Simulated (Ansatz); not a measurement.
The cluster CsBr₂⁻. The state is a quintet with charge -1. Geometry PBE0-D4/def2-TZVPD; atoms count from 1.

```xyz
3

Cs    0.000    0.000    0.000
Br    2.928   -2.867   -2.292
Br   -2.928    2.867    2.292
```

In the def2 sets Cs takes a core potential; there is no spin–orbit coupling. The highest occupied level of the charge -1 quintet lies above zero (up to 0.76 eV). The electron is either unbound and held by the finite basis, or the level is raised by self-interaction error. At PBE0-D4/def2-TZVPD a singlet of charge -1 lies 8.97 eV below the quintet, each at its own geometry. The structure comes from a short search, and lower isomers may exist.

Problem. Estimate the Mulliken populations from the PBE0/def2-TZVPD orbitals of Ansatz.

Solution. 
```csv
atom,charge (e),spin (α − β)
Cs1,-1.06,2.04
Br2,0.03,0.98
Br3,0.03,0.98
```
Mulliken values depend strongly on the basis. With diffuse functions, as here, like atoms can get unlike values, and bond orders can come out too low or too high.

Problem. Where does the spin sit?

Solution. Summed by element: Cs 2.04, Br 1.96, of 4 unpaired in all. Largest on single atoms: Cs1 2.04, Br3 0.98, Br2 0.98.
